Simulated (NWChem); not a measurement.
## Correlation energy of boron monoxide dimer (B₂O₂)

SMILES: O=BB=O
```xyz
4

O      0.0000     0.0000    -2.0254
B      0.0000     0.0000    -0.8262
B      0.0000     0.0000     0.8262
O      0.0000     0.0000     2.0254
```
Charge 0, spin multiplicity 1.

All runs are NWChem calculations. All single points use one geometry, from PBE0/def2-SVP, a minimum by its harmonic frequencies. It is one conformer; others weren't searched.

Basis set: cc-pVDZ. Each correlation energy counts from its own Hartree-Fock reference.

The correlated methods keep 4 core orbitals frozen. No row is a measurement; the coupled-cluster row has its own basis-set and correlation limits.

One of these methods gave a correlation energy of -522.0 mHa. Which?
A. RI-MP2
B. SCS-MP2
C. CR-CCSD(T)
D. CR-CCSD[T]

A, RI-MP2. The others give -503.5 (SCS-MP2), -542.7 (CR-CCSD[T]), -540.0 (CR-CCSD(T)).
